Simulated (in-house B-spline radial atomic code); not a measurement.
## The lead ion Pb⁺: [Xe] (4f5/2)6 (4f7/2)7 5d10 6s2 6p2 (with a hole in an inner shell)

Level of theory: Dirac-Kohn-Sham PBE0, spherical fractional occupations, Fermi nucleus of rms radius 5.5012 fm; calculated with a radial B-spline atomic code at the basis-set limit.

Z_r = [3n² - l(l+1)]/(2<r>); Z_e = n√(-2ε); the last column is Slater's effective charge. Values are occupation-weighted means over j. An effective charge above Z reflects the relativistic contraction of the inner shells.

| shell | electrons | ε (eV) | <r> (bohr) | Z_r | Z_e | Slater |
| --- | --- | --- | --- | --- | --- | --- |
| 1s | 2 | -88116 | 0.01606 | 93.42 | 80.48 | 81.70 |
| 2s | 2 | -15814 | 0.06692 | 89.67 | 68.18 | 77.85 |
| 2p | 6 | -13725 | 0.06084 | 82.18 | 63.52 | 77.85 |
| 3s | 2 | -3839 | 0.1739 | 77.62 | 50.39 | 70.75 |
| 3p | 6 | -3227.8 | 0.1752 | 71.33 | 46.21 | 70.75 |
| 3d | 10 | -2533.9 | 0.16 | 65.64 | 40.94 | 60.85 |
| 4s | 2 | -900.94 | 0.3832 | 62.63 | 32.55 | 54.25 |
| 4p | 6 | -696.4 | 0.4067 | 56.55 | 28.62 | 54.25 |
| 4d | 10 | -440.28 | 0.4284 | 49.02 | 22.75 | 42.85 |
| 5s | 2 | -168.46 | 0.8456 | 44.35 | 17.59 | 25.20 |
| 4f | 13 | -166.15 | 0.4467 | 40.30 | 13.98 | 31.80 |
| 5p | 6 | -109.24 | 0.9575 | 38.12 | 14.17 | 25.20 |
| 5d | 10 | -37.827 | 1.238 | 27.87 | 8.34 | 11.85 |
| 6s | 2 | -23.094 | 2.158 | 25.03 | 7.82 | 6.65 |
| 6p | 2 | -11.33 | 2.837 | 18.68 | 5.48 | 6.65 |

The least bound orbital is 6p3/2 at -10.6 eV, and it is also the most diffuse (<r> = 2.943 bohr). The part-filled 4f shell lies below the filled 6s shell in orbital energy.

For the 1s electron the small component carries 9.78 % of the norm, the zero-frequency Breit interaction raises the level by 343.7 eV, self-energy by 223.1 eV, and vacuum polarisation lowers it by 47.61 eV.

Caution: exact exchange at fractional occupations of open shells leaves self-interaction of up to several eV.
